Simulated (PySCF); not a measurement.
The numbers are results of PBE-D3(BJ)/def2-TZVP // PBE0-D4/def2-SVP run with PySCF, not measurements. All species are isolated molecules in the gas phase. One relaxed conformer stands for a flexible species; it need not be the lowest. Excitations are Tamm–Dancoff values on a coarser integration grid. The basis has no diffuse functions, so Rydberg states are missing or too high.

Reference species (SMILES): `[OH][Sn]([OH])([OH])[OH]` (neutral, multiplicity 1).

* **LUMO**: -2.81 eV
* **brightest of the four lowest singlets (TDA)**: 5.12 eV
* **HOMO**: -7.37 eV

Changed species: `C[O][Sn]([OH])([OH])[O]C` (2 of 4 OH replaced by OCH3; the reference has 0 of 4 OH replaced by OCH3).

Question: Give the shifts of the LUMO, brightest of the four lowest singlets (TDA) and HOMO.

Answer: the LUMO goes up by 0.08 eV, to -2.73 eV; the brightest of the four lowest singlets (TDA) falls by 0.45 eV, to 4.67 eV; the HOMO increases by 0.92 eV, to -6.45 eV.
